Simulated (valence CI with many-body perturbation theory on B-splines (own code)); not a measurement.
**Mn20+: electric-dipole lines**

Calculated by configuration interaction combined with many-body perturbation theory (CI+MBPT): three valence electrons over a frozen Dirac-Fock core [He], a basis of 11 s, 11 p, 10 d, 8 f, 5 g, 2 h functions for each j, with the one-electron correlation potential Σ1 (screened to all orders), the two-electron term Σ2, the three-electron term Σ3, Breit, model QED; selected single and double excitations, second order for the rest, scaled by the run's own slope (own B-spline code, finite nucleus).

No measured levels were compared; by estimate levels of excited configurations hold to 0.05 to 0.15 % of their energy, terms of the ground configuration to about 0.5 %.

Lines 51 to 100 of 580 in falling wavelength, among levels below 1361.3 eV, chosen from the strongest by gf and those to the six lowest levels. Wavelengths and rates use the calculated energies, so an error of 700 cm⁻¹ moves a line at 1221 Å by 0.85 % and its rate by three times that or more. Electric multipoles are in the length gauge, E1 and E2 with the static RPA response of the core. Weak lines are less certain than strong ones. Lines between different terms over intervals too small for the method are left out, as are lines whose strength nearly cancels. The highest levels of a list are the least certain.

Names give the largest LS component (configuration and term), which can be under half, so a name can repeat, a term be missing and a line seem to break the LS rules; names also repeat where a configuration has a term twice. Letters in brackets count levels of one name in rising energy.

| λ vac (Å) | Upper | Lower | A (s⁻¹) | S (a.u.) |
| --- | --- | --- | --- | --- |
| 1221 | 2s²4p ²P°_3/2 | 2s²4s ²S_1/2 | 4.03e+08 | 1.45e+00 |
| 1217 | 2s2p4p ²P_3/2 [b] | 2s2p4s ²P°_1/2 [b] | 2.03e+08 | 7.23e-01 |
| 1175 | 2s2p4p ⁴S_3/2 | 2s2p4s ⁴P°_5/2 | 1.85e+08 | 5.92e-01 |
| 1136 | 2s2p4p ²S_1/2 [b] | 2s2p4s ²P°_1/2 [b] | 3.28e+08 | 4.75e-01 |
| 1132 | 2s2p4p ²S_1/2 [a] | 2s2p4s ²P°_3/2 [a] | 5.17e+08 | 7.40e-01 |
| 764.8 | 2p²3d ⁴F_9/2 | 2p²3p ⁴D°_7/2 | 4.32e+08 | 9.53e-01 |
| 737.8 | 2p²3d ²G_7/2 | 2p²3p ²F°_5/2 | 4.58e+08 | 7.26e-01 |
| 737.6 | 2p²3p ²F°_5/2 | 2p²3s ²D_3/2 | 4.46e+08 | 5.30e-01 |
| 734.2 | 2s2p3d ⁴F°_9/2 | 2s2p3p ⁴D_7/2 | 4.24e+08 | 8.27e-01 |
| 732.9 | 2p²3d ²G_9/2 | 2p²3p ²F°_7/2 | 5.32e+08 | 1.03e+00 |
| 732.1 | 2s2p3d ⁴D°_7/2 | 2s2p3p ⁴P_5/2 | 2.39e+08 | 3.70e-01 |
| 730.6 | 2p²3d ⁴F_7/2 | 2p²3p ⁴D°_5/2 | 4.72e+08 | 7.27e-01 |
| 703.5 | 2s2p3d ⁴F°_7/2 | 2s2p3p ⁴D_5/2 | 4.58e+08 | 6.30e-01 |
| 703.2 | 2p²3d ⁴F_5/2 | 2p²3p ⁴D°_3/2 | 4.92e+08 | 5.07e-01 |
| 702.6 | 2p²3d ²D_5/2 [d] | 2p²3p ²P°_3/2 [c] | 5.80e+08 | 5.96e-01 |
| 695.4 | 2p²3d ²F_5/2 [b] | 2p²3p ²D°_3/2 [b] | 4.42e+08 | 4.40e-01 |
| 690.0 | 2p²3p ⁴P°_5/2 [a] | 2p²3s ⁴P_5/2 | 4.19e+08 | 4.08e-01 |
| 681.5 | 2s2p3d ²F°_7/2 [b] | 2s2p3p ²D_5/2 [b] | 4.52e+08 | 5.65e-01 |
| 678.0 | 2p²3d ²F_7/2 [a] | 2p²3p ⁴P°_5/2 [b] | 5.34e+08 | 6.57e-01 |
| 664.7 | 2p²3d ⁴D_7/2 | 2p²3p ⁴P°_5/2 [a] | 4.77e+08 | 5.53e-01 |
| 658.5 | 2p²3d ²F_5/2 [a] | 2p²3p ²D°_3/2 [a] | 4.65e+08 | 3.93e-01 |
| 649.8 | 2p²3d ²F_7/2 [b] | 2p²3p ²D°_5/2 | 5.50e+08 | 5.96e-01 |
| 630.3 | 2s2p3d ⁴F°_5/2 | 2s2p3p ⁴D_3/2 | 4.65e+08 | 3.45e-01 |
| 622.6 | 2p²3p ⁴D°_3/2 | 2p²3s ⁴P_1/2 | 6.09e+08 | 2.90e-01 |
| 621.3 | 2p²3p ⁴P°_5/2 [b] | 2p²3s ²P_3/2 | 5.57e+08 | 3.95e-01 |
| 616.8 | 2s2p3d ²D°_5/2 [b] | 2s2p3p ²P_3/2 [b] | 4.50e+08 | 3.12e-01 |
| 610.0 | 2s2p3d ⁴P°_5/2 | 2s2p3p ²P_3/2 [a] | 4.83e+08 | 3.25e-01 |
| 608.7 | 2p²3p ⁴D°_7/2 | 2p²3s ⁴P_5/2 | 1.05e+09 | 9.32e-01 |
| 607.2 | 2s2p3d ²F°_5/2 [b] | 2s2p3p ²D_3/2 | 4.50e+08 | 2.98e-01 |
| 607.0 | 2p²3p ⁴D°_5/2 | 2p²3s ⁴P_3/2 | 9.29e+08 | 6.15e-01 |
| 605.8 | 2p²3d ²D_3/2 [c] | 2p²3p ²P°_1/2 [c] | 7.55e+08 | 3.32e-01 |
| 605.5 | 2s²3d ²D_5/2 | 2s²3p ²P°_3/2 | 6.72e+08 | 4.42e-01 |
| 604.1 | 2p²3p ²F°_7/2 | 2p²3s ²D_5/2 | 1.12e+09 | 9.79e-01 |
| 591.5 | 2s2p3d ²D°_5/2 [a] | 2s2p3p ⁴S_3/2 [a] | 5.23e+08 | 3.21e-01 |
| 552.1 | 2s2p3p ²D_5/2 [a] | 2s2p3s ²P°_3/2 [a] | 9.36e+08 | 4.66e-01 |
| 544.5 | 2p²3d ²D_5/2 [a] | 2p²3p ²P°_3/2 [a] | 6.30e+08 | 3.01e-01 |
| 544.3 | 2s2p3p ⁴D_7/2 | 2s2p3s ⁴P°_5/2 | 1.26e+09 | 8.04e-01 |
| 541.3 | 2s²3d ²D_3/2 | 2s²3p ²P°_1/2 | 7.67e+08 | 2.40e-01 |
| 540.3 | 2p²3p ²D°_3/2 [c] | 2p²3s ²D_5/2 | 8.34e+08 | 2.60e-01 |
| 536.1 | 2s2p3p ²D_5/2 [b] | 2s2p3s ²P°_3/2 [b] | 9.35e+08 | 4.27e-01 |
| 525.0 | 2s2p3p ⁴D_5/2 | 2s2p3s ⁴P°_3/2 | 1.28e+09 | 5.50e-01 |
| 524.9 | 2p²3p ²P°_3/2 [c] | 2p²3s ²S_1/2 | 1.15e+09 | 3.28e-01 |
| 523.7 | 2s2p3d ²F°_7/2 [a] | 2s2p3p ²D_5/2 [a] | 1.02e+09 | 5.79e-01 |
| 512.9 | 2p²3d ⁴P_5/2 | 2p²3p ⁴P°_5/2 [a] | 5.52e+08 | 2.20e-01 |
| 507.7 | 2p²3p ²D°_5/2 | 2p²3s ²D_5/2 | 1.23e+09 | 4.76e-01 |
| 502.4 | 2s²3p ²P°_3/2 | 2s²3s ²S_1/2 | 1.44e+09 | 3.60e-01 |
| 482.3 | 2p²3p ⁴S°_3/2 | 2p²3s ⁴P_5/2 | 9.75e+08 | 2.16e-01 |
| 482.1 | 2s2p3p ²P_3/2 [a] | 2s2p3s ⁴P°_1/2 | 1.08e+09 | 2.40e-01 |
| 474.7 | 2s2p3p ⁴S_3/2 [b] | 2s2p3s ⁴P°_5/2 | 1.14e+09 | 2.41e-01 |
| 472.8 | 2s2p3p ⁴P_5/2 | 2s2p3s ⁴P°_5/2 | 1.47e+09 | 4.59e-01 |
